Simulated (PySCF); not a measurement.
C4H13NOSi2.
Z-matrix (Å and degrees, PBE0-D3(BJ)/def2-SVP geometry), rows numbered from 1:
```
C 
Si  1  1.8736
C   2  1.8718  1  111.01
C   2  1.8691  1  111.23  3  -124.23
O   2  1.6790  1  108.79  3   117.62
Si  5  1.6486  2  148.73  1   -12.71
C   6  1.8951  5  104.89  2  -120.95
N   7  1.2734  6  123.17  5    -0.80
H   1  1.1015  2  111.29  3  -178.22
H   1  1.1014  2  111.32  3   -57.69
H   1  1.1019  2  110.63  3    62.06
H   3  1.1016  2  111.26  1   -62.91
H   3  1.1016  2  110.87  1   177.23
H   3  1.1014  2  111.04  1    57.28
H   4  1.1010  2  111.11  1   -57.11
H   4  1.1010  2  110.84  1  -177.17
H   4  1.1018  2  110.86  1    62.95
H   6  1.4971  5  111.56  2    -1.37
H   6  1.4936  5  110.63  2   119.69
H   7  1.1077  6  120.15  5   179.16
H   8  1.0307  7  109.26  6    -0.31
```

Computed with PySCF at PBE0/pcSseg-1, non-relativistic, on one gas-phase PBE0-D3(BJ)/def2-SVP geometry that isn't relaxed in the solvent. The solvent is an IEF-PCM continuum (Bondi radii, 1.10 Å for H, scaled by 1.2). Only the electrostatic response of the medium enters.

```json
{"run": "gas", "E − E(gas) (kJ/mol)": "0.00", "HOMO (eV)": "-7.08", "HOMO–LUMO gap (eV)": "6.41", "dipole (D)": "2.69"}
{"run": "P", "E − E(gas) (kJ/mol)": "-18.84", "HOMO (eV)": "-7.24", "HOMO–LUMO gap (eV)": "6.49", "dipole (D)": "3.19"}
{"run": "Q", "E − E(gas) (kJ/mol)": "-16.34", "HOMO (eV)": "-7.22", "HOMO–LUMO gap (eV)": "6.48", "dipole (D)": "3.12"}
```

Question: The runs were made in chloroform and tetrahydrofuran. Which run belongs to which solvent?

Answer: P = tetrahydrofuran, Q = chloroform. The dielectric constants are 4.711 (chloroform), 7.426 (tetrahydrofuran), and the energy falls further as ε rises. In this model the ground state sees the solvent through ε alone.

Question: How constant is the ratio of the lowering to (ε − 1)/(2ε + 1)?

Answer: 
| solvent | (ε − 1)/(2ε + 1) | E − E(gas) (kJ/mol) | ratio (kJ/mol) | polarisation term (kJ/mol) |
| --- | --- | --- | --- | --- |
| chloroform | 0.356 | -16.34 | -45.9 | -17.91 |
| tetrahydrofuran | 0.405 | -18.84 | -46.5 | -20.94 |

The ratio changes by +1.3 % in size from chloroform to tetrahydrofuran. The polarisation term is half the interaction of the solute with the induced surface charges.

On one thread, Intel Xeon at 2.70 GHz (x86_64), on a shared host, this took 65 s of wall time and 1.3 GiB of memory at its peak. This is the whole shielding run at PBE0/pcSseg-1 in tetrahydrofuran, SCF included.
